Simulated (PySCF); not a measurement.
A GIAO shielding run with PySCF 2.14.0 with density-fitted response routines (density fitting, non-relativistic, gas phase) on SMILES C1=CC[SiH](C(F)F)C1, C$_{5}$H$_{8}$F$_{2}$Si:

```
{"job": {"kind": "nmr", "xc": "PBE0", "basis": "pcSseg-1"}, "charge": 0, "multiplicity": 1}
F      3.006453    -0.668123     0.831995
C      2.247827    -0.068785    -0.129805
F      2.966680     1.010735    -0.551204
Si     0.545392     0.500557     0.610024
C     -0.610424     1.151302    -0.758549
C     -1.744169     0.164784    -0.764100
C     -1.719202    -0.852936     0.078249
C     -0.556871    -0.999362     1.019638
H      2.202885    -0.768058    -0.977448
H      0.845699     1.417123     1.709207
H     -0.993986     2.150826    -0.551642
H     -0.150966     1.202914    -1.747365
H     -2.553269     0.321031    -1.462291
H     -2.506548    -1.591091     0.120330
H     -0.915027    -0.995929     2.049534
H     -0.072073    -1.966045     0.871064
```

Hardware: 1 thread of an x86-64 server CPU, shared host. The job also computes population analyses, field gradients, ring-centre shieldings.

(1) How large is the calculation?

(2) How long does it take?

## Answers

(1) 70 electrons, 183 basis functions and 970 auxiliary functions.

(2) 18 s of wall time, with 12 SCF cycles and 4 response iterations. Times on a shared host scatter by some tens of per cent.
